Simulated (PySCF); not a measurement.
N (SMILES [N+]), charge +1, triplet; PySCF with PBE0/def2-SV(P).

Here is a job for PySCF.
```python
from pyscf import gto, scf, dft

mol = gto.M(
    atom='''
N     0.00000000    0.00000000    0.00000000
''',
    basis='def2-sv(p)',
    charge=1,
    spin=2,
    verbose=4,
)

mf = dft.UKS(mol)
mf.xc = 'pbe0'
mf.diis_space = 20
mf.kernel()
```

The log (banner, timings and long lists left out):

```
PySCF version 2.14.0

[INPUT] verbose = 4
[INPUT] num. atoms = 1
[INPUT] num. electrons = 6
[INPUT] charge = 1
[INPUT] spin (= nelec alpha-beta = 2S) = 2
[INPUT] symmetry False subgroup None
[INPUT] Mole.unit = angstrom
[INPUT] Symbol           X                Y                Z      unit          X                Y                Z       unit  Magmom
[INPUT]  1 N      0.000000000000   0.000000000000   0.000000000000 AA    0.000000000000   0.000000000000   0.000000000000 Bohr   0.0

nuclear repulsion = 0
number of shells = 6
number of NR pGTOs = 24
number of NR cGTOs = 14
basis = def2-sv(p)
ecp = {}

******** <class 'pyscf.dft.uks.UKS'> ********
method = UKS
initial guess = minao
damping factor = 0
level_shift factor = 0
DIIS = <class 'pyscf.scf.diis.CDIIS'>
diis_start_cycle = 1
diis_space = 20
diis_damp = 0
SCF conv_tol = 1e-09
SCF conv_tol_grad = None
SCF max_cycles = 50
direct_scf = True
direct_scf_tol = 1e-13
number electrons alpha = 4  beta = 2
XC library pyscf.dft.libxc version 7.1.2
    S. Lehtola, C. Steigemann, M. J. T. Oliveira, and M. A. L. Marques,  SoftwareX 7, 1–5 (2018)
XC functionals = pbe0
    C. Adamo and V. Barone,  J. Chem. Phys. 110, 6158 (1999)
    M. Ernzerhof and G. E. Scuseria,  J. Chem. Phys. 110, 5029 (1999)
radial grids:
    Treutler-Ahlrichs [JCP 102, 346 (1995); DOI:10.1063/1.469408] (M4) radial grids

becke partition: Becke, JCP 88, 2547 (1988); DOI:10.1063/1.454033
pruning grids: <function nwchem_prune>
grids dens level: 3
symmetrized grids: False
atomic radii adjust function: <function treutler_atomic_radii_adjust>
small_rho_cutoff = 0
Set gradient conv threshold to 3.16228e-05
tot grids = 13904
init E= -54.231368417115

cycle= 1 E= -53.8303573644875  delta_E= 0.401  |g|= 0.411  |ddm|= 0.836
cycle= 2 E= -53.9297413276684  delta_E= -0.0994  |g|= 0.11  |ddm|= 0.684
cycle= 3 E= -53.9370808966244  delta_E= -0.00734  |g|= 0.00609  |ddm|= 0.174
cycle= 4 E= -53.9371087676487  delta_E= -2.79e-05  |g|= 0.000272  |ddm|= 0.0124
cycle= 5 E= -53.9371088231405  delta_E= -5.55e-08  |g|= 1.23e-05  |ddm|= 0.000456
cycle= 6 E= -53.9371088232431  delta_E= -1.03e-10  |g|= 1.04e-06  |ddm|= 2.26e-05
Extra cycle  E= -53.9371088232496  delta_E= -6.53e-12  |g|= 9.48e-07  |ddm|= 4.27e-06
converged SCF energy = -53.9371088232496  <S^2> = 2.0023069  2S+1 = 3.0015375
```
